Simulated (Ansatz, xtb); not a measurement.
Isomers of C6H6SSe in order of energy

4 gas-phase structures of C6H6SSe, from a drawn sample of its isomers (lower ones may exist). Each was relaxed with GFN2-xTB:

A. `Sc1ccc([SeH])cc1`, a singlet
B. `C=CC1=CCC(=S)[Se]1`, a singlet
C. `CC1=C[Se]C=CC1=S`, a singlet
D. `C=C1[Se]CC(=S)C1=C`, a singlet

Problem. Estimate their order in r2SCAN-D4/def2-SVP//GFN2-xTB energy at these geometries, lowest first.

Solution. Calculated order at r2SCAN-D4/def2-SVP//GFN2-xTB: A (0.0), C (13.6), B (26.2), D (34.6) kcal/mol.

Energies above the lowest of each column, in kcal/mol; the last columns are at r2SCAN-D4/def2-SVP geometries and were run for some of them only (a dash: not run or not comparable):

| structure | GFN2-xTB | HF/STO-3G | r2SCAN-D4/def2-SVP//GFN2-xTB | r2SCAN-D4/def2-SVP | CCSD(T)/def2-SVP + ΔMP2/def2-TZVPP |
| --- | --- | --- | --- | --- | --- |
| A | 0.0 | 0.0 | 0.0 | 0.0 | 0.0 |
| C | 15.4 | 31.7 | 13.6 | 13.6 | 14.2 |
| B | 27.8 | 37.1 | 26.2 | 26.0 | 23.4 |
| D | 32.0 | 41.5 | 34.6 | – | – |

Every level run on A puts it lowest or level with the lowest. Flexible structures stand in one conformer each, not always the lowest. Frequencies (GFN2-xTB) were run for A, B, C alone. ΔMP2 is the change of the MP2 energy from the smaller to the larger basis.

Over these structures GFN2-xTB departs from r2SCAN-D4/def2-SVP//GFN2-xTB by 1.5 kcal/mol on average once a common shift is removed. A GFN2-xTB relaxation took about 0.082 s and the r2SCAN-D4/def2-SVP//GFN2-xTB energy about 2.3 s on a shared host (Ansatz 0.2.0, xtb 6.7.1).
